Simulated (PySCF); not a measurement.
# Electron correlation in Yb³⁺ (ytterbium, charge +3)

[Xe] 4f13, 2F determinant. Computed with PySCF 2.14 in cc-pVDZ-X2C, with scalar relativity by spin-free X2C-1e. Frozen: [Kr] 4d10; 21 electrons correlated.

```tsv
level	correlation energy (mhartree)
CCSD	-753.83
(T)	-19.07
CCSD(T)	-772.90
```

Diagnostics: T1 = 0.0075, D1 = 0.0137, largest double amplitude 0.025.

Spin-orbit coupling, absent here, splits the open shell strongly.

Cost of the coupled-cluster step: of the order of 70 core-seconds, for 21 correlated electrons.
